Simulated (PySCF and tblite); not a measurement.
The numbers below are computed, except where a source is named.
C₅H₅FO, numbered as in [O:1]=[CH:2]/[CH:3]=[CH:4]\[CH:5]=[CH:6]/[F:7].

Level: PBE0-D3(BJ)/pcSseg-1//GFN2-xTB, thermal terms from GFN2-xTB, symmetry numbers and mirror pairs counted. Conformers within 2.5 kcal/mol (GFN2-xTB free energy) were kept, 5 at most. GIAO shieldings: PBE0/pcSseg-1. Shifts are against TMS (¹H), TMS (¹³C), CFCl3 (¹⁹F) at the same level. Codes: tblite and PySCF.

Torsions listed: O1–C2–C3–C4, C3–C4–C5–C6.

| conformer | shape | symmetry | E(GFN2) kcal/mol | E(DFT) kcal/mol |
| --- | --- | --- | --- | --- |
| 1 | 0°, 180° | Cs | 0.00 | 0.00 |
| 2 | 180°, 180° | Cs | 1.02 | 1.31 |

Problem. How much do the weights at 298.15 K and the averaged shift of H5 depend on how the conformers are weighted?

Solution. 
```json
{"weighting": "DFT energy with thermal terms, symmetry and mirror images (full scheme)", "1 (%)": "89", "2 (%)": "11", "δ (ppm)": "8.09", "rms dipole (D)": "1.89"}
{"weighting": "DFT energy with symmetry and mirror images", "1 (%)": "90", "2 (%)": "10", "δ (ppm)": "8.10", "rms dipole (D)": "1.86"}
{"weighting": "bare DFT energy", "1 (%)": "90", "2 (%)": "10", "δ (ppm)": "8.10", "rms dipole (D)": "1.86"}
{"weighting": "GFN2-xTB energy with symmetry and mirror images", "1 (%)": "85", "2 (%)": "15", "δ (ppm)": "8.02", "rms dipole (D)": "2.01"}
{"weighting": "GFN2-xTB free energy", "1 (%)": "84", "2 (%)": "16", "δ (ppm)": "8.01", "rms dipole (D)": "2.04"}
{"weighting": "leading conformer alone", "1 (%)": "100", "2 (%)": "0", "δ (ppm)": "8.24", "rms dipole (D)": "1.54"}
{"weighting": "equal weights", "1 (%)": "50", "2 (%)": "50", "δ (ppm)": "7.52", "rms dipole (D)": "2.80"}
```

The largest departure from the full scheme, 0.56 ppm, comes with: equal weights.


Conformer gaps in pcSseg-1 on xTB geometries can be 2 kcal/mol off for S=O, P=O and other polar bonds.